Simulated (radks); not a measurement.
Results of a calculation; reference values are marked as such.
B2+, configuration [He] 2s1.

Level of theory: non-relativistic Kohn-Sham, Slater X-alpha with alpha = 0.737, spin-polarised, spherical densities, point nucleus; open shells are filled with parallel spins first (a radial shooting solver on a logarithmic mesh with Libxc functionals).

Energy parts (hartree):
| part | energy |
|---|---|
| total | -23.23887 |
| kinetic | 23.23887 |
| electron-nucleus | -50.97879 |
| Hartree | 7.58105 |
| exchange | -3.08000 |

Orbitals (lengths in bohr, moments of r in powers of bohr; r(max) is where P^2 peaks):
orbital  occ.  eigenvalue (hartree)  r(max)
1s up       1              -7.76134  0.2109
1s down     1              -7.72425  0.2111
2s up       1              -1.19889   1.362
2s down     0              -0.93817   1.359

The highest occupied level is 2s up at -32.623 eV. Virial ratio -V/T = 2.00000. Summed over all electrons, <r^2> = 3.364 bohr^2, which gives a Langevin (diamagnetic) susceptibility term of -2.66 x 10^-6 cm^3/mol. The spin density at the nucleus is 2.452 e/bohr^3 (1s -0.006, 2s 2.458), a Fermi contact field of 129 T.
